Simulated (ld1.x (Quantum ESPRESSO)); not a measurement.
## u(r) = r·R(r): atom against pseudo-atom (Mo (Z = 42))

Columns: radius, all-electron u(r) and pseudo u(r) of the 5s shell (level -17.43 eV) of molybdenum in the configuration [Ar] 3d10 4s2 4p6 4d4 5s0 5p0; LDA (PZ), non-relativistic, ultrasoft scheme, ld1.x (Quantum ESPRESSO) 7.5.

| r (bohr) | all-electron | pseudo |
| --- | --- | --- |
| 0.143 | -0.1023 | 0.0397 |
| 0.285 | 0.1987 | 0.0796 |
| 0.428 | 0.1362 | 0.1207 |
| 0.570 | -0.0971 | 0.1626 |
| 0.713 | -0.2802 | 0.2062 |
| 0.855 | -0.3467 | 0.2509 |
| 0.998 | -0.3114 | 0.2970 |
| 1.140 | -0.2098 | 0.3437 |
| 1.283 | -0.0736 | 0.3910 |
| 1.425 | 0.0712 | 0.4376 |
| 1.568 | 0.2110 | 0.4832 |
| 1.710 | 0.3349 | 0.5261 |
| 1.853 | 0.4404 | 0.5660 |
| 1.995 | 0.5245 | 0.6012 |
| 2.138 | 0.5890 | 0.6312 |
| 2.280 | 0.6343 | 0.6545 |
| 2.423 | 0.6630 | 0.6708 |
| 2.565 | 0.6770 | 0.6790 |
| 2.708 | 0.6788 | 0.6790 |
| 2.850 | 0.6705 | 0.6705 |
| 2.992 | 0.6541 | 0.6541 |
| 3.135 | 0.6313 | 0.6313 |
| 3.278 | 0.6037 | 0.6037 |
| 3.420 | 0.5730 | 0.5730 |
| 3.563 | 0.5398 | 0.5398 |
| 3.705 | 0.5057 | 0.5057 |

(1) How many radial nodes do the two functions have?

(2) At about which radius was the pseudo-wave matched?

(3) Where does each function peak?

(4) Is the pseudo-wave norm-conserving?

Results:

(1) The all-electron 5s function has n − l − 1 = 4 (the table is too coarse to show those close to the nucleus); the pseudo-wave has 0, since the states of the same l below it are removed with the core.

(2) 2.85 bohr, where the columns begin to agree (steps of 0.14 bohr).

(3) Outermost all-electron maximum near 2.71 bohr, pseudo maximum near 2.56 bohr (to the table’s step).

(4) No, it belongs to an ultrasoft set: the norm inside the radius is not constrained, and the difference is carried by the augmentation charge.
